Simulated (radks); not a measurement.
Ionisation ladder of caesium, from Cs XXIII to Cs XLIV. Each ion is in the ground configuration listed by NIST, and IE = E(next ion) - E(this ion). All-electron calculation, Dirac Kohn-Sham, exchange-only PBE, spin-unpolarised, spherical densities, finite nucleus; open shells fill j = l - 1/2 first; Fermi nuclear charge, rms radius 4.8041 fm. Program: a radial shooting solver on a logarithmic mesh with Libxc functionals.

\begin{tabular}{lrrrrrrr}
species & configuration & IE, Delta-SCF (eV) & -e(HOMO) (eV) & HOMO & IE, NIST (eV) & kind & error (eV) \\ \hline
Cs XXIII & [Ar] 3d10 4s2 4p3 & 699.89 & 682.48 & 4p3/2 & 700 & theory & -0.1 \\
Cs XXIV & [Ar] 3d10 4s2 4p2 & 754.93 & 736.89 & 4p1/2 & 753 & theory & +1.9 \\
Cs XXV & [Ar] 3d10 4s2 4p1 & 791.22 & 773.02 & 4p1/2 & 791 & theory & +0.2 \\
Cs XXVI & [Ar] 3d10 4s2 & 881.72 & 863.21 & 4s1/2 & 875 & theory & +6.7 \\
Cs XXVII & [Ar] 3d10 4s1 & 919.17 & 900.34 & 4s1/2 & 916.1 & semi-emp. & +3.1 \\
Cs XXVIII & [Ar] 3d10 & 1590.9 & 1549.4 & 3d5/2 & 1592 & theory & -1.1 \\
Cs XXIX & [Ar] 3d9 & 1674.8 & 1632.6 & 3d5/2 & 1672 & theory & +2.8 \\
Cs XXX & [Ar] 3d8 & 1760.2 & 1717.3 & 3d5/2 & 1757 & theory & +3.2 \\
Cs XXXI & [Ar] 3d7 & 1847.2 & 1803.4 & 3d5/2 & 1848 & theory & -0.8 \\
Cs XXXII & [Ar] 3d6 & 1935.6 & 1891.1 & 3d5/2 & 1936 & theory & -0.4 \\
Cs XXXIII & [Ar] 3d5 & 2025.5 & 1980.3 & 3d5/2 & 2029 & theory & -3.5 \\
Cs XXXIV & [Ar] 3d4 & 2135.5 & 2089.1 & 3d3/2 & 2137 & theory & -1.5 \\
Cs XXXV & [Ar] 3d3 & 2229.3 & 2182.2 & 3d3/2 & 2230 & theory & -0.7 \\
Cs XXXVI & [Ar] 3d2 & 2324.5 & 2276.7 & 3d3/2 & 2329 & theory & -4.5 \\
Cs XXXVII & [Ar] 3d1 & 2421.1 & 2372.6 & 3d3/2 & 2422 & theory & -0.9 \\
Cs XXXVIII & [Ar] & 2686.8 & 2644.1 & 3p3/2 & 2683 & theory & +3.8 \\
Cs XXXIX & [Ne] 3s2 3p5 & 2772.6 & 2729.6 & 3p3/2 & 2767 & theory & +5.6 \\
Cs XL & [Ne] 3s2 3p4 & 2858.9 & 2815.7 & 3p3/2 & 2859 & theory & -0.1 \\
Cs XLI & [Ne] 3s2 3p3 & 2945.8 & 2902.3 & 3p3/2 & 2945 & theory & +0.8 \\
Cs XLII & [Ne] 3s2 3p2 & 3126.2 & 3081.1 & 3p1/2 & 3118 & theory & +8.2 \\
Cs XLIII & [Ne] 3s2 3p1 & 3216.6 & 3171.4 & 3p1/2 & 3214 & theory & +2.6 \\
Cs XLIV & [Ne] 3s2 & 3405.7 & 3363.4 & 3s1/2 & 3392 & theory & +13.7 \\
\end{tabular}

Reference values: NIST Atomic Spectra Database (exp. = measured, semi-emp. = semi-empirical, theory = theoretical value adopted there). The ionisation energy per charge of the ion left behind rises most, in proportion, at Cs XXVIII ([Ar] 3d10), from 34.043 to 56.817 eV. Spin polarisation and multiplet splitting are left out, so open shells lie too high by an amount that depends on their filling.

Beside tabulated values, note that spin-unpolarised runs miss the spin-polarisation part of the exchange energy of open shells.
